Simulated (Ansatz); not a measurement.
A run for Ansatz (a program for electronic structure): R-r2SCAN/def2-TZVPP on H4N2Sn (SMILES [NH2][Sn][NH2]), a point of a torsion scan. Elements past Kr take the def2 small-core potentials; no spin–orbit coupling.

Ansatz 0.2 input:
```yaml
crystal:
  periodic: [false, false, false]
  atoms:
    - {symbol: N, position_ang: [1.45749037, -0.13222432, -0.19036016]}
    - {symbol: Sn, position_ang: [0.13580544, 0.48340494, 1.25941596]}
    - {symbol: N, position_ang: [0.37681860, -1.17380176, 2.43275867]}
    - {symbol: H, position_ang: [2.00902357, 0.48860417, -0.76510207]}
    - {symbol: H, position_ang: [1.95585711, -1.00988677, -0.14213258]}
    - {symbol: H, position_ang: [0.98586248, -1.95707644, 2.24714937]}
    - {symbol: H, position_ang: [-0.16283887, -1.39660066, 3.25627114]}
basis:
  gaussian:
    orbitals: def2-TZVPP
hamiltonian:
  xc: {name: r2SCAN}
scf: {lower_state_search: off}
```

The log:

```
WARN ansatz: RAYON_NUM_THREADS=1 ignored (pool sized by the plan → 1); use --threads N
Functional definition: r2SCAN
these checks for a lower state are left out or cut short: stability, starts, cluster_reference, orbital_swaps, neighbouring_geometries, increment
integrals: 0.07 GiB planned
934 factors; their error is unknown
mean field: 0.56 GiB planned
mean field evaluation 1: about -8860.4036 eV, gradient 9.9e1 eV
mean field evaluation 2: about -8751.0680 eV, gradient 1.9e2 eV
mean field evaluation 4: about -8879.1338 eV, gradient 1.3e1 eV
mean field evaluation 8: about -8879.4347 eV, gradient 1.8e-1 eV
mean field evaluation 16: about -8879.4280 eV, gradient 1.1e-3 eV
mean field -8879.42804478 eV, -326.3129619533 hartree, gradient 2.6e-6 eV, S^2 0.000000; 0 other end points of the search recorded, 0 dependent functions left out
reference -8879.42805706 eV, -326.3129624043 hartree; 20, 20 occupied and 148, 148 virtual orbitals, 934 factors
Total energy: -8879.42805706 eV, -326.3129624043 hartree
Checks for a lower state left out: stability, starts, cluster_reference, orbital_swaps, neighbouring_geometries, increment
```

The calculation finished and met its thresholds.

Cost: roughly 4 core-seconds.
